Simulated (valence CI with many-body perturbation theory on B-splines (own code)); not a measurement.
E1 transitions of Sr32+

Method: relativistic CI+MBPT: four valence electrons over a frozen Dirac-Fock core [He], radial functions for each j: 11 s, 11 p, 9 d, 7 f, 5 g, 2 h, 1 i, with the one-electron correlation potential Σ1, the two-electron term Σ2, the three-electron term Σ3, Breit, model QED; selected CI, second order for the rest (own B-spline code, finite nucleus).

The last digits are not significant, and no measured levels were compared; by estimate large intervals hold to a few tenths of a per cent, small ones and those within an open d or f shell to about a per cent. Among the levels kept, up to 290 cm⁻¹ of a level comes from second order outside the variational space, and about a tenth of that is noise between levels of different J, which matters for small intervals.

Lines 151 to 200 of 244 in falling wavelength, among levels below 2580.7 eV, chosen from the strongest by gf and those to the six lowest levels. Wavelengths and rates use the calculated energies. Electric multipoles are in the length gauge, E1 and E2 with the static RPA response of the core. Weak lines are less certain than strong ones. Lines between different terms over intervals too small for the method are left out, as are lines whose strength nearly cancels. The highest levels of a list are the least certain.

Levels are named by their leading jj configuration (3d3/2^4 stands for four electrons in 3d with j = 3/2), which in mixed levels can hold well under half, so a name can repeat and another be missing. Letters in brackets count levels of one name in rising energy.

```
λ vac (Å)                           Upper                       Lower   A (s⁻¹)  S (a.u.) with core polarisation  S without
    5.352          (2s^2 2p3/2 3d5/2) J=2          (2s^2 2p3/2^2) J=2  6.57e+13                         2.48e-02   2.49e-02
    5.346  (2s 2p1/2 2p3/2 3d3/2) J=3 [c]      (2s 2p1/2 2p3/2^2) J=3  4.12e+12                         2.18e-03   2.18e-03
    5.339  (2s 2p1/2 2p3/2 3d5/2) J=3 [b]  (2s 2p1/2 2p3/2^2) J=2 [a]  3.75e+13                         1.97e-02   1.97e-02
    5.338          (2s^2 2p1/2 3d3/2) J=1      (2s^2 2p1/2 2p3/2) J=1  1.42e+13                         3.19e-03   3.19e-03
    5.338  (2s 2p1/2 2p3/2 3p1/2) J=2 [a]          (2s^2 2p3/2^2) J=2  1.72e+12                         6.45e-04   6.46e-04
    5.336          (2s^2 2p1/2 3d5/2) J=2      (2s^2 2p1/2 2p3/2) J=1  7.50e+13                         2.81e-02   2.81e-02
    5.335          (2s 2p1/2^2 3d5/2) J=2      (2s 2p1/2^2 2p3/2) J=2  2.27e+11                         8.49e-05   8.50e-05
    5.329          (2s^2 2p3/2 3d5/2) J=3          (2s^2 2p3/2^2) J=2  1.46e+14                         7.66e-02   7.67e-02
    5.323          (2s^2 2p3/2 3d5/2) J=1          (2s^2 2p3/2^2) J=2  5.19e+12                         1.16e-03   1.16e-03
    5.307      (2s 2p1/2 2p3/2 3p1/2) J=3          (2s^2 2p3/2^2) J=2  7.00e+11                         3.62e-04   3.62e-04
    5.299  (2s 2p1/2 2p3/2 3p3/2) J=3 [a]          (2s^2 2p3/2^2) J=2  3.02e+12                         1.55e-03   1.55e-03
    5.286  (2s 2p1/2 2p3/2 3d5/2) J=2 [b]      (2s 2p1/2^2 2p3/2) J=1  1.02e+13                         3.71e-03   3.71e-03
    5.280          (2s 2p1/2^2 3p1/2) J=0      (2s^2 2p1/2 2p3/2) J=1  2.32e+12                         1.69e-04   1.69e-04
    5.277  (2s 2p1/2 2p3/2 3p3/2) J=2 [a]          (2s^2 2p3/2^2) J=2  3.93e+11                         1.42e-04   1.42e-04
    5.277          (2s 2p1/2^2 3p1/2) J=1      (2s^2 2p1/2 2p3/2) J=1  3.83e+12                         8.34e-04   8.33e-04
    5.276  (2s 2p1/2 2p3/2 3d5/2) J=1 [b]      (2s 2p1/2^2 2p3/2) J=1  8.96e+12                         1.95e-03   1.95e-03
    5.273  (2s 2p1/2 2p3/2 3p1/2) J=1 [b]          (2s^2 2p3/2^2) J=0  5.68e+11                         1.23e-04   1.23e-04
    5.271             (2s 2p3/2^2 3s) J=3      (2s 2p1/2^2 2p3/2) J=2  2.12e+12                         1.07e-03   1.07e-03
    5.268  (2s 2p1/2 2p3/2 3d3/2) J=2 [a]      (2s 2p1/2^2 2p3/2) J=2  2.51e+13                         9.06e-03   9.07e-03
    5.268  (2s 2p1/2 2p3/2 3d3/2) J=1 [a]      (2s 2p1/2^2 2p3/2) J=2  9.99e+12                         2.16e-03   2.17e-03
    5.263  (2s 2p1/2 2p3/2 3d3/2) J=3 [a]      (2s 2p1/2^2 2p3/2) J=2  3.72e+13                         1.87e-02   1.88e-02
    5.244  (2s 2p1/2 2p3/2 3p3/2) J=2 [b]          (2s^2 2p3/2^2) J=2  8.23e+11                         2.93e-04   2.93e-04
    5.236  (2s 2p1/2 2p3/2 3d5/2) J=2 [a]      (2s 2p1/2^2 2p3/2) J=2  2.01e+12                         7.12e-04   7.13e-04
    5.235  (2s 2p1/2 2p3/2 3p3/2) J=1 [b]          (2s^2 2p3/2^2) J=2  1.76e+12                         3.75e-04   3.74e-04
    5.235  (2s 2p1/2 2p3/2 3p1/2) J=1 [c]          (2s^2 2p3/2^2) J=0  3.45e+11                         7.32e-05   7.31e-05
    5.231  (2s 2p1/2 2p3/2 3p3/2) J=3 [b]          (2s^2 2p3/2^2) J=2  1.01e+12                         5.01e-04   5.01e-04
    5.227  (2s 2p1/2 2p3/2 3d5/2) J=3 [a]      (2s 2p1/2^2 2p3/2) J=2  2.21e+13                         1.09e-02   1.09e-02
    5.226  (2s 2p1/2 2p3/2 3p1/2) J=2 [c]          (2s^2 2p3/2^2) J=2  2.01e+12                         7.09e-04   7.08e-04
    5.222          (2s 2p1/2^2 3p3/2) J=2      (2s^2 2p1/2 2p3/2) J=1  1.23e+12                         4.31e-04   4.31e-04
    5.217  (2s 2p1/2 2p3/2 3p1/2) J=1 [b]          (2s^2 2p3/2^2) J=2  7.96e+11                         1.67e-04   1.67e-04
    5.212          (2s^2 2p3/2 3d3/2) J=2      (2s^2 2p1/2 2p3/2) J=2  3.18e+13                         1.11e-02   1.11e-02
    5.211  (2s 2p1/2 2p3/2 3d3/2) J=3 [b]      (2s 2p1/2^2 2p3/2) J=2  4.64e+13                         2.27e-02   2.27e-02
    5.211  (2s 2p1/2 2p3/2 3p3/2) J=1 [c]          (2s^2 2p3/2^2) J=0  4.46e+11                         9.35e-05   9.34e-05
    5.210  (2s 2p1/2 2p3/2 3d3/2) J=2 [b]      (2s 2p1/2^2 2p3/2) J=2  1.04e+14                         3.65e-02   3.65e-02
    5.206  (2s 2p1/2 2p3/2 3d3/2) J=1 [b]      (2s 2p1/2^2 2p3/2) J=2  1.31e+14                         2.73e-02   2.74e-02
    5.203          (2s^2 2p3/2 3d3/2) J=3      (2s^2 2p1/2 2p3/2) J=2  8.59e+13                         4.18e-02   4.19e-02
    5.198  (2s 2p1/2 2p3/2 3p3/2) J=1 [d]          (2s^2 2p3/2^2) J=0  8.59e+11                         1.79e-04   1.79e-04
    5.197          (2s^2 2p3/2 3d3/2) J=1      (2s^2 2p1/2 2p3/2) J=2  1.25e+13                         2.61e-03   2.61e-03
    5.195          (2s^2 2p1/2 3d3/2) J=1          (2s^2 2p1/2^2) J=0  1.14e+14                         2.36e-02   2.36e-02
    5.191  (2s 2p1/2 2p3/2 3p1/2) J=1 [a]      (2s^2 2p1/2 2p3/2) J=2  7.97e+12                         1.65e-03   1.65e-03
    5.191          (2s^2 2p3/2 3d5/2) J=2      (2s^2 2p1/2 2p3/2) J=2  1.50e+13                         5.19e-03   5.20e-03
    5.188          (2s^2 2p3/2 3d3/2) J=2      (2s^2 2p1/2 2p3/2) J=1  4.08e+13                         1.41e-02   1.41e-02
    5.185  (2s 2p1/2 2p3/2 3d5/2) J=2 [b]      (2s 2p1/2^2 2p3/2) J=2  4.06e+11                         1.40e-04   1.40e-04
    5.183  (2s 2p1/2 2p3/2 3d5/2) J=3 [b]      (2s 2p1/2^2 2p3/2) J=2  4.40e+12                         2.12e-03   2.12e-03
    5.178  (2s 2p1/2 2p3/2 3p1/2) J=2 [a]      (2s^2 2p1/2 2p3/2) J=2  1.22e+12                         4.19e-04   4.20e-04
    5.176  (2s 2p1/2 2p3/2 3d5/2) J=1 [b]      (2s 2p1/2^2 2p3/2) J=2  6.84e+11                         1.41e-04   1.41e-04
    5.173          (2s^2 2p3/2 3d3/2) J=1      (2s^2 2p1/2 2p3/2) J=1  6.92e+13                         1.42e-02   1.42e-02
    5.172  (2s 2p1/2 2p3/2 3p3/2) J=3 [c]          (2s^2 2p3/2^2) J=2  8.79e+11                         4.20e-04   4.20e-04
    5.171          (2s^2 2p3/2 3d3/2) J=0      (2s^2 2p1/2 2p3/2) J=1  8.05e+13                         5.50e-03   5.50e-03
    5.170          (2s^2 2p3/2 3d5/2) J=3      (2s^2 2p1/2 2p3/2) J=2  1.65e+13                         7.86e-03   7.87e-03
```
